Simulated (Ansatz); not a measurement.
Mg₂S₂⁺, that is (MgS)2 ring with one electron fewer, relaxed as a doublet with UKS PBE-D4/def2-TZVP in Ansatz, starting from the PBE-D4/def2-TZVP geometry of the neutral singlet. Force threshold 0.02 eV/Å.

The relaxation made no stability test and no search for a lower SCF solution.

Start:

```xyz
4

Mg   -1.181    0.578   -0.065
S    -0.150   -0.513   -1.843
Mg    1.181   -0.578    0.065
S     0.150    0.513    1.843
```

Q: Estimate the energy that the relaxation releases and the steps that it takes.

A: 2.2 kcal/mol, in 4 steps; 4.7 s on 4 threads of Arm Neoverse V1 on a shared host. No frequencies were taken in this run, so the end may be a saddle point.

Q: Does the start keep its bonding and symmetry?

A: By distances, no bond broke or formed. The bond that changes most is Mg3–S4, from 2.33 to 2.36 Å (atoms count from 1). Point group D2h at the start, D2h at the end, both within 0.05 Å.

Q: Predict the relaxed structure.

A: 
Cartesian coordinates in Å:
```
Mg -1.2716 0.6219 -0.0695
S -0.1474 -0.5035 -1.8083
Mg 1.2716 -0.6219 0.0695
S 0.1474 0.5035 1.8083
```
Bond lengths (bridged metal pairs left out): 4 × Mg–S 2.36 Å.
